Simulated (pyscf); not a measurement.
H₂As–SiH₂–AsH₂ → :HSi–AsH₂ [singlet] + AsH₃ (1,1-elimination; singlet surface; As–Si, H–Si broken, As–H formed). Optimised with ωB97X-D3(BJ)/def2-SVP in PySCF. Energies in kJ/mol from the reactant's lowest minimum found.

```json
[
 {"level": "ωB97X-D3(BJ)/def2-TZVP", "barrier": "233.6", "reaction energy": "+264.6"},
 {"level": "PBE/def2-TZVP", "barrier": "183.9", "reaction energy": "+229.1"},
 {"level": "B3LYP-D3(BJ)/def2-TZVP", "barrier": "…", "reaction energy": "+232.8"},
 {"level": "PBE0-D3(BJ)/def2-TZVP", "barrier": "…", "reaction energy": "…"},
 {"level": "ωB97M-D3(BJ)/def2-TZVP", "barrier": "215.3", "reaction energy": "+229.3"},
 {"level": "HF/def2-TZVP", "barrier": "274.9", "reaction energy": "+215.6"}
]
```

Task: Fill in the missing entries.

Result: 
- B3LYP-D3(BJ)/def2-TZVP, barrier: 203.7
- PBE0-D3(BJ)/def2-TZVP, barrier: 206.3
- PBE0-D3(BJ)/def2-TZVP, reaction energy: +251.1

On the product side the descent ends in an adduct with a As–Si, H–Si contact, 32.5 kJ/mol under the separated species and 1.5 kJ/mol under the saddle at ωB97X-D3(BJ)/def2-TZVP. At ωB97X-D3(BJ), B3LYP-D3(BJ), ωB97M-D3(BJ) the saddle lies under the separated products, which points to a path from their complex (located at ωB97X-D3(BJ) alone), and parting the products costs more than the saddle. At PBE, PBE0-D3(BJ) this geometry lies under the product side: in single points on another level's saddle the reverse barrier vanishes, and the forward threshold there is about the reaction energy. What is counted as broken (As–Si, H–Si) persists as a longer contact in the product adduct; parting that adduct is a step of its own. :HSi–AsH₂ [singlet] lies 70.3 kJ/mol over its isomer H₂Si=AsH, and others may lie lower still (electronic energy, ωB97M-D3(BJ)). One saddle was located; it need not be the lowest between these sides. Elements up to Kr have no core potential and no relativistic terms here.
